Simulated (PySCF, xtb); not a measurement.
BrHO2SW, SMILES [O]=[W]([OH])(=[S])[Br], multiplicity 1.

GFN2-xTB (xtb) at its own geometry gives an orbital gap of 2.42 eV and a dipole moment of 7.39 D.

Geometry optimised at PBE-D3(BJ)/def2-SVP. The spin state was assumed, not searched. The structure was generated by enumeration; whether it is a known compound was not checked. The def2 effective core potentials stand for the cores of W; spin–orbit coupling is left out. The values are those of a single conformer.

Q: What does B3LYP/def2-TZVP (PySCF) give? (The exact figures need the calculation; the answer reports its results.)

A: gap 4.46 eV (levels -7.60 and -3.14 eV), dipole 2.72 D.
